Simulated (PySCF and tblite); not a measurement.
Values are calculated unless marked as measured or tabulated.
System: C₆H₁₂B₂, numbered as in [CH2:1]=[CH:2][B:3]([CH:4]=[CH2:5])[CH2:6][BH:7][CH3:8].

Motion: rotation about the B3–C4 bond (torsion C2–B3–C4–C5 from 161° to 326°, rising). GFN2-xTB gives an electronic barrier of 1.1 kcal/mol and a reaction energy of -0.1 kcal/mol.

B3LYP/pcSseg-1 + D3(BJ) on GFN2-xTB geometries gives 3.5 kcal/mol and k(298 K) = 2.7×10¹⁰ s⁻¹.

**Question.** What does PBE0/6-311G** + D3(BJ) give on GFN2-xTB geometries?

**Answer.** A barrier of 3.2 kcal/mol, 0.3 below the first DFT barrier (from unrounded values), a reaction energy of -0.4 kcal/mol and, with GFN2-xTB thermal terms, ΔG‡(298 K) = 3.0 kcal/mol and k = 4.3×10¹⁰ s⁻¹ (1 equivalent path).

Programs: tblite and PySCF.
